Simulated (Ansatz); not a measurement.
Calculated with Ansatz (gas phase, PBE0-D4/def2-TZVP geometries, no zero-point term in ΔE). CCSD(T)/CBS adds triple-zeta CCSD(T) − MP2 to the extrapolated MP2 energy (def2 sets, frozen cores). DFT in def2-TZVPP. def2 core potentials past Kr. For Br, Sb outer-core shells are correlated without core-valence functions, which leaves a few kJ/mol of doubt a bond. Scalar relativity is left out up to krypton.

Reaction (cleavage of the Si–Sb bond): `[F][Sb]([SiH3])[SiH3]` + HBr → `[SiH3]Br` + `[F][SbH][SiH3]`

`[F][Sb]([SiH3])[SiH3]`:

```xyz
10

F     1.405    0.184   -2.132
Sb    1.125    1.151   -0.474
Si   -1.451    0.952   -0.573
Si    1.182   -0.975    0.996
H    -1.997    1.899   -1.580
H    -1.870   -0.433   -0.907
H    -1.972    1.324    0.772
H     2.580   -1.456    1.142
H     0.337   -2.051    0.418
H     0.661   -0.594    2.338
```

HBr:

Z-matrix (Å, degrees):
```
Br
H 1 1.420
```

`[SiH3]Br`:

Z-matrix (Å, degrees):
```
Si
Br 1 2.219
H 1 1.480 2 108.4
H 1 1.481 2 108.4 3 -120.0
H 1 1.481 2 108.4 3 120.0
```

`[F][SbH][SiH3]`:

Z-matrix (Å, degrees):
```
Si
Sb 1 2.591
H 1 1.489 2 107.7
H 1 1.484 2 110.8 3 -120.2
H 1 1.486 2 109.7 3 118.3
F 2 1.930 1 93.9 3 164.8
H 2 1.717 1 89.3 3 70.6
```

```json
{"level": "revPBE-D4", "ΔE (kJ/mol)": "-42.9"}
{"level": "B2PLYP", "ΔE (kJ/mol)": "-59.6"}
{"level": "HF/def2-SVP", "ΔE (kJ/mol)": "-68.4"}
{"level": "HF/def2-QZVPP", "ΔE (kJ/mol)": "-78.5"}
```

What does CCSD(T)/CBS give? (An estimate is asked.)

Computed: -54.6 kJ/mol. The listed levels differ from it by 11.7, -5.0, -13.8, -23.9 kJ/mol.

Largest T1 diagnostic among the species: 0.014.

Leaving LDA and LC-ωPBE aside and taking each functional with its dispersion term where it has one, the values spread over 16.7 kJ/mol, from B2PLYP to revPBE-D4. LDA lies +5.1 kJ/mol from PBE without D4. The D4 term adds +8.2 kJ/mol with B3LYP and +4.8 kJ/mol with PBE0; it sums over pairs of atoms, weighted by their polarisabilities, and B3LYP, whose exchange is more repulsive, gets the larger term.

B3LYP here is the variant with VWN-RPA as its local correlation; programs differ in this.
